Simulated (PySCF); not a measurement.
NMR data sheet: C5H10N2O2Si

- Formula: C5H10N2O2Si
- SMILES: CO[Si@@](N)(O)n1cccc1
- Point group of the computed structure: C1
- Degrees of unsaturation: 3
- Carbon signals: 3
- Proton signals: 5

Bonds (- single, = double, # triple, : aromatic): C1-O2, O2-Si3, Si3-N4, Si3-O5, Si3-N6, N6:C7, C7:C8, C8:C9, C9:C10, C10:N6. C1 carries H11, H12, H13; N4 carries H14, H15; O5 carries H16; C7 carries H17; C8 carries H18; C9 carries H19; C10 carries H20. Stereochemistry as in CO[Si@@](N)(O)n1cccc1.

PySCF 2.14 calculation with shielding tensors at PBE0/pcSseg-1 (GIAO) and coordinates at the GFN2-xTB level; in vacuum, non-relativistic, averaged over atoms made equivalent by symmetry, fast rotation or ring inversion, one conformer.

Chemical shifts δ = σref − σ; TMS for 1H (σref 31.72), 13C (σref 186.93), 29Si (σref 349.16); NH3 for 15N (σref 267.73); 17O (σref 336.08) against H2O, all at this level.

```tsv
carbon	δC, type	δH (multiplicity)	HMBC from (2–3 bonds)	span of the C tensor (ppm)
C1	53.2, CH3	3.79 (s)	–	78
C7/C10	124.5, CH	6.61 (m)	H17/H20, H18/H19	158
C8/C9	116.5, CH	6.56 (m)	H17/H20, H18/H19	176
```

Other nuclei:
```
  atoms  nucleus                          environment  δ (ppm)  σ (ppm)
    H16       1H   hydrogen on an oxygen bonded to Si     2.32    29.39
H14/H15       1H  hydrogen on a nitrogen bonded to Si     0.81    30.90
    Si3     29Si           silicon bonded to 2 N, 2 O    -60.0    409.2
     N6      15N           pyrrole-type ring nitrogen    186.9     80.8
     N4      15N           nitrogen bonded to Si, 2 H     28.8    238.9
     O5      17O               oxygen bonded to Si, H     42.4    293.7
     O2      17O               oxygen bonded to C, Si     35.5    300.6
```

- Carbon types of the structure: 4 × CH, 1 × CH3, leaving 3 H on heteroatoms.
- δC 124.5: aromatic CH next to a ring nitrogen.
- δC 116.5: aromatic CH.
- δH 6.61: hydrogen on an aromatic CH next to a ring nitrogen; the ring current deshields protons in the ring plane.
- δH 3.79: hydrogen on a methyl carbon bonded to O; its carbon carries O, hence the downfield position.
- δH 2.32: hydrogen on an oxygen bonded to Si; labile proton, position sensitive to the medium.

Exchangeable OH/NH protons stand at their gas-phase positions; hydrogen bonding in a real sample shifts them, mostly to higher δ. Shifts are as computed. Against solution values, carbons near 30 ppm lie about +3 ppm off and those near 130 ppm about +5 ppm. Of 1211 compounds with measured shifts, 218 miss one by over three times the rms of a fit or turn the order of signals round; such compounds aren't used in these exercises. Experimental scales use liquid or dissolved standards, which lie at an offset from isolated NH3 (liquid NH3: subtract about 20 ppm) and H2O (liquid H2O: subtract about 36 ppm). Unscaled 15N shifts of sp2 nitrogen come out 20 to 40 ppm too high even then. Multiplicities follow the n + 1 count of equivalent neighbours, as no J values were calculated; m marks all less simple cases, F and P coupling included.
